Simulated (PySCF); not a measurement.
# Ionisation energy along the 6-electron series

Calculated with PySCF 2.14 and a two-component X2C-1e Hamiltonian (Gaussian nucleus, no Breit or QED terms), each ion in its own even-tempered basis scaled to its charge; GMP2 freezes nothing and drops the highest virtual spinors. Values in eV. NIST values: (m) measured, (s) semi-empirical, (t) theoretical.

```
    ion  configuration  GHF (spin-free)  GMP2 (spin-free)  GHF (screened spin-orbit)  GMP2 (screened spin-orbit)          NIST
Cd(42+)   [He] 2s2 2p2           6763.5            6763.1                     6885.7                      6888.1  6869 ± 8 (s)
In(43+)   [He] 2s2 2p2           7077.7            7077.4                     7213.3                      7215.7  7196 ± 8 (s)
Sn(44+)   [He] 2s2 2p2           7399.4            7399.1                     7549.4                      7551.7  7531 ± 8 (s)
```

Between Z = 48 and Z = 50 the GMP2 (screened spin-orbit) value grows as Z to the power 2.25.
